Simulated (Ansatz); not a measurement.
`N#[C][AlH][OH]` + CH₃SH → `C[S][AlH][OH]` + `C#N` at 500 K and 1 bar (ligand exchange at the Al–C bond).

Program: Ansatz. Geometries: PBE0-D4/def2-TZVP. ΔE: electronic, gas phase. CBS: MP2 limit from def2 TZ/QZ plus the TZ coupled-cluster correction, frozen cores. This one scheme is used for every species. One conformer a species, not always the lowest.

```csv
species,CCSD(T)/CBS energy (Eh),H − E (kJ/mol),S (J/(mol·K))
`N#[C][AlH][OH]`,-411.19791,110.3,352.6
CH₃SH,-438.22835,145.1,283.7
`C[S][AlH][OH]`,-756.12026,201.3,401.1
`C#N`,-93.32098,60.1,220.8
```

H − E and S are ideal-gas, rigid-rotor, harmonic terms from PBE0-D4/def2-TZVP, for one conformer and one mirror image of each species. 1 Eh = 2625.50 kJ/mol, R = 8.31446 J/(mol·K).

Question: By hand: ΔE, ΔH, ΔS and ΔG.

Answer: ΔE = (-756.12026) + (-93.32098) − (-411.19791) − (-438.22835) = -0.01498 Eh = -39.3 kJ/mol. Δ(H − E) = 201.3 + 60.1 − 110.3 − 145.1 = 6.0, so ΔH = -33.3 kJ/mol. ΔS = 401.1 + 220.8 − 352.6 − 283.7 = -14.4 J/(mol·K). ΔG = -33.3 − 500 × (-14.4)/1000 = -26.1 kJ/mol.

Question: By hand: the equilibrium constant, and the temperature at which ΔG would vanish if ΔH and ΔS stayed fixed.

Answer: log₁₀ K = −ΔG/(RT ln 10) = 2.7. ΔG = 0 at ΔH/ΔS = 2312 K, though so small a ΔS makes that figure unsure.

The number of gas molecules stays the same, so ΔS is small and ΔH decides. A doubt of 5 kJ/mol in ΔE shifts log₁₀ K by 0.5 here. Other conformers and mirror images would add mixing entropy, several J/(mol·K) or more a flexible species. These are equilibria of isolated gas molecules and say nothing of rates. Largest T1 diagnostic: 0.014 (customary marks: 0.02 for closed shells, 0.045 for open ones).
